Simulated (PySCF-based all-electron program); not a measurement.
## Force along the bond of LiAg, singlet

Calculated with an in-house all-electron program built on PySCF, in large uncontracted Gaussian sets near the basis limit; Koelling–Harmon scalar relativity, no spin–orbit coupling, spin-restricted. Forces are good to about 0.002 eV/Å. A positive force pushes the atoms apart.

| r (Å) | PBE (eV/Å) |
| --- | --- |
| 1.928 | 3.180 |
| 2.0485 | 1.880 |
| 2.169 | 0.967 |
| 2.410 | ? |
| 2.651 | -0.639 |

Task: Fill in the missing PBE forces.

Result: 2.410 Å: -0.123 eV/Å.

Task: Fit a Morse curve to the forces within 0.84 to 1.25 of the listed length with the smallest force. Where does the force vanish, what is the force constant, and what harmonic wavenumber follows with standard atomic masses?

Result: PBE: 2.372 Å, 3.5 eV/Å², about 380 cm⁻¹. The points are far apart, so these are estimates.
